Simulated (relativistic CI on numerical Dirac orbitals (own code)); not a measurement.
# d5 in a ligand field

Computed with a parametric ligand-field model of a d^n configuration (Racah B and C, spin-orbit zeta, crystal field), exact diagonalisation.

Field parameters in Wybourne normalisation: Oh B⁴₀ = 21Dq, B⁴₄ = √(5/14) B⁴₀. The field is a parameter set, without covalency.

B = 900 cm⁻¹, C = 3840 cm⁻¹ (C/B = 4.27), Oh, no spin-orbit coupling. Tanabe-Sugano data, E/B above the lowest term (Δ = |10Dq|; b, c mark the second and third term of a kind):

| Δ/B | 6A1 | 4T1 | 4T2 | 4T1(b) | 2T2 | 2A2 |
| --- | --- | --- | --- | --- | --- | --- |
| 1.0 | 0.00 | 31.18 | 31.31 | 37.01 | 44.96 | 45.03 |
| 3.0 | 0.00 | 30.17 | 31.14 | 37.94 | 43.54 | 44.26 |
| 5.0 | 0.00 | 28.68 | 30.78 | 39.27 | 40.96 | 43.00 |
| 7.0 | 0.00 | 26.98 | 30.18 | 40.70 | 37.78 | 41.46 |
| 9.0 | 0.00 | 25.18 | 29.34 | 42.09 | 34.33 | 39.78 |
| 11.0 | 0.00 | 23.33 | 28.24 | 43.37 | 30.75 | 38.00 |
| 13.0 | 0.00 | 21.45 | 26.93 | 44.49 | 27.09 | 36.17 |
| 15.0 | 0.00 | 19.55 | 25.46 | 45.42 | 23.38 | 34.30 |
| 17.0 | 0.00 | 17.63 | 23.87 | 46.15 | 19.62 | 32.41 |
| 19.0 | 0.00 | 15.70 | 22.18 | 46.70 | 15.84 | 30.50 |
| 21.0 | 0.00 | 13.75 | 20.44 | 47.12 | 12.03 | 28.57 |
| 23.0 | 0.00 | 11.81 | 18.65 | 47.44 | 8.21 | 26.63 |
| 25.0 | 0.00 | 9.85 | 16.82 | 47.68 | 4.36 | 24.69 |
| 27.0 | 0.00 | 7.89 | 14.96 | 47.87 | 0.51 | 22.73 |
| 29.0 | 3.36 | 9.29 | 16.45 | 51.38 | 0.00 | 24.14 |
| 31.0 | 7.24 | 11.20 | 18.43 | 55.38 | 0.00 | 26.05 |
| 33.0 | 11.13 | 13.12 | 20.42 | 59.36 | 0.00 | 27.98 |
| 35.0 | 15.03 | 15.05 | 22.39 | 63.33 | 0.00 | 29.90 |
| 37.0 | 18.94 | 16.98 | 24.37 | 67.30 | 0.00 | 31.83 |
| 39.0 | 22.85 | 18.91 | 26.34 | 71.27 | 0.00 | 33.77 |
| 41.0 | 26.76 | 20.85 | 28.32 | 75.23 | 0.00 | 35.71 |
| 43.0 | 30.69 | 22.79 | 30.29 | 79.19 | 0.00 | 37.65 |
| 45.0 | 34.61 | 24.73 | 32.27 | 83.15 | 0.00 | 39.59 |
| 47.0 | 38.55 | 26.68 | 34.24 | 87.11 | 0.00 | 41.54 |

The ground term changes from 6A1 to 2T2 between Δ/B = 27.0 and 29.0.
